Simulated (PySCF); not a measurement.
## Telling isomers of C₆H₅F₂NO apart by NMR

Computed data (PySCF 2.14.0 with density-fitted response routines): coordinates at the GFN2-xTB level, NMR shieldings at PBE0/pcSseg-1/GIAO. Averaged over atoms made equivalent by symmetry, fast rotation or ring inversion, gas phase, one conformer, non-relativistic Hamiltonian.

Shifts are taken against calculated references (same method and geometry level): 1H (σref 31.72) and 13C (σref 186.93) against TMS. Splittings of carbon signals by F and P are missing where no couplings were computed. Where no couplings were computed, multiplicities follow the n + 1 count of equivalent neighbours, and m marks all less simple cases (inequivalent or close neighbours, rings, F or P nearby). Shifts are as computed. Against solution values, carbons near 30 ppm lie about +3 ppm off and those near 130 ppm about +5 ppm. Of 1211 compounds with measured shifts, 218 miss one by over three times the rms of a fit or turn the order of signals round; such compounds aren't used in these exercises.

(1) Tabulate the signals of `FC(F)Oc1ccccn1`, `[O-][n+]1ccc(C(F)F)cc1` and their relative energies.

(2) What is the quickest way to tell FC(F)Oc1ccccn1 from [O-][n+]1ccc(C(F)F)cc1?

Answers

(1) 
```tsv
SMILES	carbon types	δC	δH	E rel. (kcal/mol)
FC(F)Oc1ccccn1	1×C 5×CH	167.4, 153.5, 146.5, 124.1, 119.4, 116.6	8.77 (m, 1H), 8.51 (d, 1H), 8.07 (m, 1H), 7.21 (m, 1H), 7.11 (d, 1H)	0.0
[O-][n+]1ccc(C(F)F)cc1	1×C 5×CH	144.6, 132.5, 131.5, 120.5	8.38 (d, 2H), 7.60 (m, 2H), 6.69 (m, 1H)	43.0
```

Energies are electronic energies at PBE0/pcSseg-1 on these geometries, without zero-point or thermal terms, each for the one conformer computed, which needn't be the lowest.

(2) Count the carbon signals: 6 against 4. The first has an aromatic carbon bearing oxygen (C) at 167.4 ppm, the second a substituted aromatic carbon (C) at 132.5 ppm. Their most deshielded carbons lie at 167.4 and 144.6 ppm.
